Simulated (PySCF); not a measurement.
How methods differ on the excitation energy of N⁺

N⁺ [He] 2s2 2p2 (3P) → N⁺ [He] 2s1 2p3, s spin flipped, as a difference of total energies. Calculation: PySCF 2.14, in aug-cc-pwCVTZ (7s6p4d2f, 59 functions); no relativity, point nucleus. Correlated levels: valence: 1s2 frozen; valence and next inner shell: nothing frozen. The calculations carry no spin-orbit coupling.

```tsv
method	excitation energy (eV)
UHF	16.249
LDA	11.393
PBE	11.928
PBE0	12.998
r2SCAN	13.299
wB97X	12.988
TPSS	12.567
wB97M-V	12.865
PBEsol	11.759
MP2 (valence)	14.170
SCS-MP2 (valence)	14.000
MP2 (valence and next inner shell)	14.067
SCS-MP2 (valence and next inner shell)	13.935
```

Question: How much does correlation contribute at MP2 (valence and next inner shell)?

Answer: 14.067 − (16.249) = -2.182 eV, measured against UHF.

The upper determinant mixes two multiplicities, so it lies between the two terms.
